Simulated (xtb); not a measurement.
C₂H₆N₂OSi, SMILES N[Si@@H]1COC=N1. All values are semi-empirical tight-binding results from xtb (GFN2-xTB unless named), good for trends rather than for accurate numbers. Geometry optimised at GFN2-xTB. The structure was generated by enumeration; whether it is a known compound was not checked. Other conformers were not sampled.

Optimised geometry:

Bonds (Å): N1–Si2 1.721, N1–H7 1.009, N1–H8 1.006, Si2–C3 1.928, Si2–N6 1.745, Si2–H9 1.453, C3–O4 1.434, C3–H10 1.089, C3–H11 1.090, O4–C5 1.326, C5–N6 1.263, C5–H12 1.085. Angles (°): Si2–N1–H7 118.7, Si2–N1–H8 117.5, H7–N1–H8 109.5, N1–Si2–C3 110.1, N1–Si2–N6 118.6, N1–Si2–H9 108.9, C3–Si2–N6 90.0, C3–Si2–H9 114.6, N6–Si2–H9 113.7, Si2–C3–O4 103.7, Si2–C3–H10 114.2, Si2–C3–H11 115.3, O4–C3–H10 107.3, O4–C3–H11 107.5, H10–C3–H11 108.2, C3–O4–C5 111.9, O4–C5–N6 124.9, O4–C5–H12 112.8, N6–C5–H12 122.3, Si2–N6–C5 109.4.
Charge 0, spin multiplicity 1.

Task: Estimate the properties. (An estimate is asked for; the answer gives what the named calculation found.)

Result: 
The orbital gap is 3.88 eV and the dipole moment comes out as 1.56 D. The zero-point energy comes out as 54.0 kcal/mol and the G − E(el) at 298.15 K (modified RRHO) is 34.7 kcal/mol. The static polarisability (D4 model) is 70.1 bohr³. The solvation energy, GFN2-xTB/ALPB(water) is -4.5 kcal/mol and the solvation energy, GFN2-xTB/ALPB(ch2cl2) comes out as -5.3 kcal/mol.

Task: Give the atomic charges and the Wiberg bond orders between heavy atoms. (The exact figures need the calculation; the answer reports its results.)

Result: charges (e) N1 -0.40, Si2 0.53, C3 -0.04, O4 -0.27, C5 0.22, N6 -0.38, H7 0.17, H8 0.16, H9 -0.07, H10 0.02, H11 0.03, H12 0.04. Bond orders N1–Si2 1.13, Si2–C3 0.80, C3–O4 0.96, O4–C5 1.18, Si2–N6 1.03, C5–N6 1.77.
